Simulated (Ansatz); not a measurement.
Computed with Ansatz on PBE0-D4/def2-TZVP structures; ΔE is electronic, products minus reactants. CBS: MP2 limit from def2 TZ/QZ plus the TZ coupled-cluster correction, frozen cores. DFT in def2-TZVPP. B3LYP here is the variant with VWN-RPA as its local correlation; programs differ in this. One conformer a species, not always the lowest.

Reaction (cleavage of the Si–Al bond): `[BH2][Al]([SiH3])[O][SiH3]` + `OC([SiH3])S` → `[SiH3]OC([SiH3])S` + `[BH2][AlH][O][SiH3]`

**Question.** Is it downhill or uphill in electronic energy at CCSD(T)/CBS, and by how much? (An estimate is asked.)

**Answer.** Ansatz gave: Downhill: ΔE = -0.96 eV.

**Question.** What do these levels give: r2SCAN-D4, B3LYP-D4, B2PLYP, r2SCAN, PBE0, MP2/CBS(def2)? (Best estimate.)

**Answer.** Computed: r2SCAN-D4 -0.91, B3LYP-D4 -0.99, B2PLYP -1.00, r2SCAN -0.90, PBE0 -0.75, MP2/CBS(def2) -1.08 eV.

Largest T1 diagnostic among the species: 0.013.

The D4 term adds −0.07 eV with B3LYP and −0.03 eV with PBE0; it sums over pairs of atoms, weighted by their polarisabilities, and B3LYP, whose exchange is more repulsive, gets the larger term. In def2-TZVPP, CCSD(T) changes the Hartree–Fock value by +0.19 eV (the triples alone add +0.02 eV) and MP2 by +0.07 eV. From PBE to PBE0 (25 % exact exchange), in def2-TZVPP and without D4, ΔE moves by −0.08 eV.
